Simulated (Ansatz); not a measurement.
Ansatz (an electronic-structure program) input (B3LYP/6-31G* with LANL2DZ past Ar): The .json file joins the Basis Set Exchange's 6-31G* for atoms up to Ar and LANL2DZ past it.

Ansatz 0.2 input:
```yaml
crystal:
  periodic: [false, false, false]
  atoms:
    - {symbol: Br, position_ang: [2.13986850, -1.17887532, 0.38933089]}
    - {symbol: C, position_ang: [0.19957908, -0.44428019, 0.11814435]}
    - {symbol: C, position_ang: [-0.91058323, -1.29878468, 0.27501222]}
    - {symbol: C, position_ang: [-2.03727942, -0.65310692, 0.06390776]}
    - {symbol: Se, position_ang: [-1.67797219, 1.46276205, -0.43706259]}
    - {symbol: C, position_ang: [0.13062581, 0.86986482, -0.20676120]}
    - {symbol: H, position_ang: [-3.09645262, -0.87041136, 0.06721218]}
    - {symbol: H, position_ang: [0.95805612, 1.55497969, -0.33548419]}
basis:
  gaussian:
    orbitals: 6-31Gs+LANL2DZ.json
hamiltonian:
  xc: {name: B3LYP}
total_charge: -1
phonons: {temperatures: {t_min: 298.15, t_max: 298.15, t_step: 100}}
```

Output:

```
Functional definition: B3LYP
integrals: 0.04 GiB planned
1004 factors; integrals over basis functions are off by at most 3.8e-4 eV
mean field: 0.29 GiB planned
mean field evaluation 1: about -4784.1836 eV, gradient 3.8e1 eV
mean field evaluation 2: about -4775.8096 eV, gradient 6.0e1 eV
mean field evaluation 4: about -4787.7926 eV, gradient 7.0e0 eV
mean field evaluation 8: about -4787.9470 eV, gradient 2.5e-1 eV
mean field evaluation 16: about -4787.9472 eV, gradient 8.3e-5 eV
mean field -4787.94722891 eV, -175.9538152753 hartree, gradient 8.3e-5 eV, S^2 0.000000; 0 other end points of the search recorded, 0 dependent functions left out
the calculation of the forces begins
reference -4787.94746880 eV, -175.9538240909 hartree; 20, 20 occupied and 60, 60 virtual orbitals, 1004 factors
these checks for a lower state are left out or cut short: stability, starts, cluster_reference, orbital_swaps, neighbouring_geometries, increment
integrals: 0.04 GiB planned
1004 factors; integrals over basis functions are off by at most 3.8e-4 eV
mean field: 0.29 GiB planned
mean field -4787.94721841 eV, -175.9538148895 hartree, gradient 2.7e-6 eV, S^2 0.000000; 0 other end points of the search recorded, 0 dependent functions left out
the calculation of the forces begins
reference -4787.94745829 eV, -175.9538237047 hartree; 20, 20 occupied and 60, 60 virtual orbitals, 1004 factors
these checks for a lower state are left out or cut short: stability, starts, cluster_reference, orbital_swaps, neighbouring_geometries, increment
integrals: 0.04 GiB planned
1004 factors; integrals over basis functions are off by at most 3.8e-4 eV
mean field: 0.29 GiB planned
mean field evaluation 32: about -4787.9472 eV, gradient 2.8e-6 eV
mean field -4787.94721921 eV, -175.9538149187 hartree, gradient 2.8e-6 eV, S^2 0.000000; 0 other end points of the search recorded, 0 dependent functions left out
the calculation of the forces begins
reference -4787.94745910 eV, -175.9538237346 hartree; 20, 20 occupied and 60, 60 virtual orbitals, 1004 factors
these checks for a lower state are left out or cut short: stability, starts, cluster_reference, orbital_swaps, neighbouring_geometries, increment
integrals: 0.04 GiB planned
1004 factors; integrals over basis functions are off by at most 3.8e-4 eV
mean field: 0.29 GiB planned
mean field -4787.94721796 eV, -175.9538148730 hartree, gradient 1.6e-6 eV, S^2 0.000000; 0 other end points of the search recorded, 0 dependent functions left out
the calculation of the forces begins
reference -4787.94745789 eV, -175.9538236901 hartree; 20, 20 occupied and 60, 60 virtual orbitals, 1004 factors
these checks for a lower state are left out or cut short: stability, starts, cluster_reference, orbital_swaps, neighbouring_geometries, increment
integrals: 0.04 GiB planned
1004 factors; integrals over basis functions are off by at most 3.8e-4 eV
mean field: 0.29 GiB planned
mean field -4787.94721578 eV, -175.9538147926 hartree, gradient 2.0e-6 eV, S^2 0.000000; 0 other end points of the search recorded, 0 dependent functions left out
the calculation of the forces begins
reference -4787.94745562 eV, -175.9538236066 hartree; 20, 20 occupied and 60, 60 virtual orbitals, 1004 factors
these checks for a lower state are left out or cut short: stability, starts, cluster_reference, orbital_swaps, neighbouring_geometries, increment
integrals: 0.04 GiB planned
1004 factors; integrals over basis functions are off by at most 3.8e-4 eV
mean field: 0.29 GiB planned
mean field -4787.94703309 eV, -175.9538080789 hartree, gradient 2.8e-6 eV, S^2 0.000000; 0 other end points of the search recorded, 0 dependent functions left out
the calculation of the forces begins
reference -4787.94727297 eV, -175.9538168943 hartree; 20, 20 occupied and 60, 60 virtual orbitals, 1004 factors
these checks for a lower state are left out or cut short: stability, starts, cluster_reference, orbital_swaps, neighbouring_geometries, increment
integrals: 0.04 GiB planned
1004 factors; integrals over basis functions are off by at most 3.8e-4 eV
mean field: 0.29 GiB planned
mean field -4787.94703913 eV, -175.9538083010 hartree, gradient 1.6e-6 eV, S^2 0.000000; 0 other end points of the search recorded, 0 dependent functions left out
the calculation of the forces begins
reference -4787.94727902 eV, -175.9538171167 hartree; 20, 20 occupied and 60, 60 virtual orbitals, 1004 factors
these checks for a lower state are left out or cut short: stability, starts, cluster_reference, orbital_swaps, neighbouring_geometries, increment
integrals: 0.04 GiB planned
1004 factors; integrals over basis functions are off by at most 3.8e-4 eV
mean field: 0.29 GiB planned
mean field evaluation 64: about -4787.9472 eV, gradient 1.5e-6 eV
[...]
the calculation of the forces begins
reference -4787.94744206 eV, -175.9538231082 hartree; 20, 20 occupied and 60, 60 virtual orbitals, 1004 factors
these checks for a lower state are left out or cut short: stability, starts, cluster_reference, orbital_swaps, neighbouring_geometries, increment
integrals: 0.04 GiB planned
1004 factors; integrals over basis functions are off by at most 3.8e-4 eV
mean field: 0.29 GiB planned
mean field -4787.94701465 eV, -175.9538074014 hartree, gradient 1.2e-6 eV, S^2 0.000000; 0 other end points of the search recorded, 0 dependent functions left out
the calculation of the forces begins
reference -4787.94725453 eV, -175.9538162168 hartree; 20, 20 occupied and 60, 60 virtual orbitals, 1004 factors
these checks for a lower state are left out or cut short: stability, starts, cluster_reference, orbital_swaps, neighbouring_geometries, increment
integrals: 0.04 GiB planned
1004 factors; integrals over basis functions are off by at most 3.9e-4 eV
mean field: 0.29 GiB planned
mean field evaluation 160: about -4787.9470 eV, gradient 1.6e-6 eV
mean field -4787.94701399 eV, -175.9538073771 hartree, gradient 1.6e-6 eV, S^2 0.000000; 0 other end points of the search recorded, 0 dependent functions left out
the calculation of the forces begins
reference -4787.94725388 eV, -175.9538161929 hartree; 20, 20 occupied and 60, 60 virtual orbitals, 1004 factors
these checks for a lower state are left out or cut short: stability, starts, cluster_reference, orbital_swaps, neighbouring_geometries, increment
integrals: 0.04 GiB planned
1004 factors; integrals over basis functions are off by at most 3.8e-4 eV
mean field: 0.29 GiB planned
mean field -4787.94714960 eV, -175.9538123608 hartree, gradient 3.0e-6 eV, S^2 0.000000; 0 other end points of the search recorded, 0 dependent functions left out
the calculation of the forces begins
reference -4787.94738947 eV, -175.9538211758 hartree; 20, 20 occupied and 60, 60 virtual orbitals, 1004 factors
these checks for a lower state are left out or cut short: stability, starts, cluster_reference, orbital_swaps, neighbouring_geometries, increment
integrals: 0.04 GiB planned
1004 factors; integrals over basis functions are off by at most 3.9e-4 eV
mean field: 0.29 GiB planned
mean field -4787.94714994 eV, -175.9538123733 hartree, gradient 1.5e-6 eV, S^2 0.000000; 0 other end points of the search recorded, 0 dependent functions left out
the calculation of the forces begins
reference -4787.94738984 eV, -175.9538211894 hartree; 20, 20 occupied and 60, 60 virtual orbitals, 1004 factors
these checks for a lower state are left out or cut short: stability, starts, cluster_reference, orbital_swaps, neighbouring_geometries, increment
integrals: 0.04 GiB planned
1004 factors; integrals over basis functions are off by at most 3.8e-4 eV
mean field: 0.29 GiB planned
mean field -4787.94721407 eV, -175.9538147300 hartree, gradient 2.6e-6 eV, S^2 0.000000; 0 other end points of the search recorded, 0 dependent functions left out
the calculation of the forces begins
reference -4787.94745396 eV, -175.9538235457 hartree; 20, 20 occupied and 60, 60 virtual orbitals, 1004 factors
these checks for a lower state are left out or cut short: stability, starts, cluster_reference, orbital_swaps, neighbouring_geometries, increment
integrals: 0.04 GiB planned
1004 factors; integrals over basis functions are off by at most 3.8e-4 eV
mean field: 0.29 GiB planned
mean field -4787.94721222 eV, -175.9538146619 hartree, gradient 1.5e-6 eV, S^2 0.000000; 0 other end points of the search recorded, 0 dependent functions left out
the calculation of the forces begins
reference -4787.94745210 eV, -175.9538234773 hartree; 20, 20 occupied and 60, 60 virtual orbitals, 1004 factors
these checks for a lower state are left out or cut short: stability, starts, cluster_reference, orbital_swaps, neighbouring_geometries, increment
integrals: 0.04 GiB planned
1004 factors; integrals over basis functions are off by at most 3.8e-4 eV
mean field: 0.29 GiB planned
mean field evaluation 192: about -4787.9472 eV, gradient 3.7e-5 eV
mean field -4787.94717205 eV, -175.9538131858 hartree, gradient 1.8e-6 eV, S^2 0.000000; 0 other end points of the search recorded, 0 dependent functions left out
the calculation of the forces begins
reference -4787.94741190 eV, -175.9538220001 hartree; 20, 20 occupied and 60, 60 virtual orbitals, 1004 factors
these checks for a lower state are left out or cut short: stability, starts, cluster_reference, orbital_swaps, neighbouring_geometries, increment
integrals: 0.04 GiB planned
1004 factors; integrals over basis functions are off by at most 3.8e-4 eV
mean field: 0.29 GiB planned
mean field -4787.94717248 eV, -175.9538132015 hartree, gradient 2.1e-6 eV, S^2 0.000000; 0 other end points of the search recorded, 0 dependent functions left out
the calculation of the forces begins
reference -4787.94741240 eV, -175.9538220183 hartree; 20, 20 occupied and 60, 60 virtual orbitals, 1004 factors
these checks for a lower state are left out or cut short: stability, starts, cluster_reference, orbital_swaps, neighbouring_geometries, increment
integrals: 0.04 GiB planned
1004 factors; integrals over basis functions are off by at most 3.9e-4 eV
mean field: 0.29 GiB planned
mean field -4787.94717329 eV, -175.9538132311 hartree, gradient 1.3e-6 eV, S^2 0.000000; 0 other end points of the search recorded, 0 dependent functions left out
the calculation of the forces begins
reference -4787.94741318 eV, -175.9538220470 hartree; 20, 20 occupied and 60, 60 virtual orbitals, 1004 factors
these checks for a lower state are left out or cut short: stability, starts, cluster_reference, orbital_swaps, neighbouring_geometries, increment
integrals: 0.04 GiB planned
1004 factors; integrals over basis functions are off by at most 3.8e-4 eV
mean field: 0.29 GiB planned
mean field -4787.94717400 eV, -175.9538132572 hartree, gradient 1.2e-6 eV, S^2 0.000000; 0 other end points of the search recorded, 0 dependent functions left out
the calculation of the forces begins
reference -4787.94741387 eV, -175.9538220724 hartree; 20, 20 occupied and 60, 60 virtual orbitals, 1004 factors
these checks for a lower state are left out or cut short: stability, starts, cluster_reference, orbital_swaps, neighbouring_geometries, increment
integrals: 0.04 GiB planned
1004 factors; integrals over basis functions are off by at most 3.9e-4 eV
mean field: 0.29 GiB planned
mean field -4787.94719083 eV, -175.9538138757 hartree, gradient 1.3e-6 eV, S^2 0.000000; 0 other end points of the search recorded, 0 dependent functions left out
the calculation of the forces begins
reference -4787.94743071 eV, -175.9538226913 hartree; 20, 20 occupied and 60, 60 virtual orbitals, 1004 factors
these checks for a lower state are left out or cut short: stability, starts, cluster_reference, orbital_swaps, neighbouring_geometries, increment
integrals: 0.04 GiB planned
1004 factors; integrals over basis functions are off by at most 3.8e-4 eV
mean field: 0.29 GiB planned
mean field evaluation 224: about -4787.9472 eV, gradient 3.0e-5 eV
mean field -4787.94719047 eV, -175.9538138626 hartree, gradient 1.3e-6 eV, S^2 0.000000; 0 other end points of the search recorded, 0 dependent functions left out
the calculation of the forces begins
reference -4787.94743035 eV, -175.9538226781 hartree; 20, 20 occupied and 60, 60 virtual orbitals, 1004 factors
Total energy: -4787.94746880 eV, -175.9538240909 hartree
Atom 0 at     2.139868    -1.178875     0.389331 Å, force     0.000606    -0.000144     0.000064 eV/Å
Atom 1 at     0.199579    -0.444280     0.118144 Å, force     0.000843    -0.000903     0.000261 eV/Å
Atom 2 at    -0.910583    -1.298785     0.275012 Å, force     0.000703    -0.000569     0.000172 eV/Å
Atom 3 at    -2.037279    -0.653107     0.063908 Å, force    -0.000410     0.000529    -0.000149 eV/Å
Atom 4 at    -1.677972     1.462762    -0.437063 Å, force    -0.001659     0.001048    -0.000335 eV/Å
Atom 5 at     0.130626     0.869865    -0.206761 Å, force    -0.000121    -0.000142     0.000029 eV/Å
Atom 6 at    -3.096453    -0.870411     0.067212 Å, force    -0.000061     0.000347    -0.000088 eV/Å
Atom 7 at     0.958056     1.554980    -0.335484 Å, force     0.000100    -0.000165     0.000045 eV/Å
Dipole moment:     0.255225     0.413588    -0.089212 e Å
Vibrations: 153.43 174.22 186.45 230.34 370.23 518.97 532.94 594.31 670.86 725.26 731.03 999.05 1079.61 1214.47 1511.57 1579.00 3252.57 3257.57 cm⁻¹, zero-point energy 1.102337 eV
```

The blocks after the first are displaced geometries, from whose forces the wavenumbers follow.

The dipole moment of an ion depends on the origin.
